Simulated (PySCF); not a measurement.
A TDDFT job was run through a driver script with this input:

```
{"job": {"kind": "uv", "xc": "wB97X-D", "basis": "def2-SVPD", "ip": true, "nstates": 10}, "charge": 0, "multiplicity": 1}
As     0.835087     0.413210    -1.206381
As    -0.878861    -1.153630    -0.460616
As    -0.867519     1.140466     0.382026
Sb     0.994594    -0.490486     1.254511
```

Output (SCF cycles cut):

```
converged SCF energy = -6947.4049457510

Static polarisability (au): isotropic 130.499, principal 124.043 124.209 143.247

Singlet excitations
state   eV       nm        f      main configurations
  1   3.8998    317.9   0.00000   H->L+1 0.52, H-1->L 0.45
  2   4.0822    303.7   0.00000   H-1->L 0.42, H->L+1 0.35, H->L+3 0.12
  3   4.0852    303.5   0.00002   H->L 0.40, H-1->L+1 0.37, H-1->L+3 0.11
  4   4.4875    276.3   0.00153   H-1->L+3 0.41, H->L+2 0.22, H->L+5 0.15
  5   4.4973    275.7   0.00086   H->L+3 0.41, H->L+4 0.20, H-1->L+5 0.14
  6   4.5692    271.3   0.01144   H->L+2 0.67, H-1->L+3 0.26
  7   4.5752    271.0   0.01117   H-1->L+2 0.72, H->L+3 0.21
  8   4.6542    266.4   0.06049   H-1->L+1 0.29, H->L 0.28, H-2->L 0.10
  9   4.7317    262.0   0.00018   H->L+4 0.49, H-1->L+5 0.41
 10   4.8509    255.6   0.00276   H->L+5 0.43, H-1->L+4 0.37

Triplet excitations (Tamm-Dancoff, eV): 3.3019 3.5235 3.5240 3.8524
Vertical ionisation energy (delta-SCF) = 8.4663 eV
```

Computed, not measured: TDDFT wB97X-D/def2-SVPD, vertical, gas phase, core orbitals frozen in the response, def2 core potentials past Kr (PySCF 2.14.0, density-fitted response routines). Geometry: PBE0-D3(BJ)/def2-SVP; no solvent, vibrations or thermal averaging. Atoms past krypton carry effective core potentials; spin–orbit coupling is left out.

(1) How many basis functions and electrons does this run hold?

(2) What transition dipole goes with state 8?

(3) Give the energy of state 8 in hartree, cm⁻¹ and kJ/mol.

(4) What is the gap between the lowest singlet and the lowest triplet?

(5) What is the polarisability anisotropy, √(½[(α1 − α2)² + (α2 − α3)² + (α3 − α1)²])?

Results:

(1) 146 basis functions for 122 electrons in 61 doubly occupied orbitals (core potentials stand for the other electrons).

(2) |μ|² = 3f / (2ΔE) = 3 × 0.0605 / (2 × 0.1710) ≈ 0.530 au, so |μ| = 1.85 D.

(3) 0.17104 hartree, 37539 cm⁻¹, 449.1 kJ/mol.

(4) 3.8998 − 3.3019 = 0.5979 eV (full response against Tamm–Dancoff).

(5) 19.12 au.

H and L stand for HOMO and LUMO.

The pairwise dispersion term of wB97X-D wasn't added to the energies; at a given geometry it leaves orbitals and properties as they are.
